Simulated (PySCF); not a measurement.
# Shapes and spin states of CuO2

All numbers come from PBE0/[Cu def2-TZVP, O def2-TZVP], no relativity, density fitting, PySCF.

Relaxations began from a few typed shapes and spin states; open shells are unrestricted. The search is not exhaustive: other isomers or separated fragments can lie lower, and high-lying points may rest on an excited occupation.

Task: Which is the lowest minimum found?
A. doublet C2v: Cu–O 1.928 Å (×2), O–O 1.374 Å; Cu–O–O 69.1° (×2), O–Cu–O 41.7°
B. broken-symmetry Ms = 1/2 (⟨S²⟩ 1.77) D∞h: Cu–O 1.746 Å (×2); O–Cu–O 180.0°
C. quartet D∞h: Cu–O 1.738 Å (×2); O–Cu–O 180.0°
D. broken-symmetry Ms = 1/2 (⟨S²⟩ 1.76) D∞h: Cu–O 1.741 Å (×2); O–Cu–O 180.0°

Result: A. The others lie at 13.4 (quartet D∞h), 59.7 (broken-symmetry Ms = 1/2 D∞h), 80.0 (broken-symmetry Ms = 1/2 D∞h, a saddle point) kJ/mol above it.

Starts that fell apart ended at -18 kJ/mol on the same scale (coarser grid).

For the lowest minimum: open d and f shells are described by one determinant, and the ground state may have another occupation or spin.

The electron or spin density has lower symmetry than the nuclear frame for the quartet D∞h at 13.4 kJ/mol, broken-symmetry Ms = 1/2 (⟨S²⟩ 1.76) D∞h at 59.7 kJ/mol, broken-symmetry Ms = 1/2 (⟨S²⟩ 1.77) D∞h at 80.0 kJ/mol.
